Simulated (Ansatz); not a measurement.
Frontier orbitals of B$_{2}$Cl$_{2}$H$_{4}$O$_{2}$ (`Cl[B@H-]1[OH+][B@H-](Cl)[OH+]1`).

Charge 0, multiplicity 1. The geometry is a stationary point of PBE0-D4/def2-TZVP. Basis def2-TZVPP, Ansatz.

Orbital energies of one run (eV). Highest occupied ones, from the top: -8.68, -9.12, -9.25, -9.75, -9.98, -11.13, -11.76, -11.79, -13.21, -14.77, -14.80, -15.70, -16.75, -19.33. Empty: 0.51, 0.61, 2.47, 2.49, 2.71, 2.84.

(1) Which functional gave them?
A. r2SCAN0
B. B97M-V
C. PBE
D. HSE06 (plane-wave form)

## Answers

(1) A. HOMO energies: r2SCAN0 -8.68, HSE06 -8.05, PBE -7.05, B97M-V -7.50 eV.
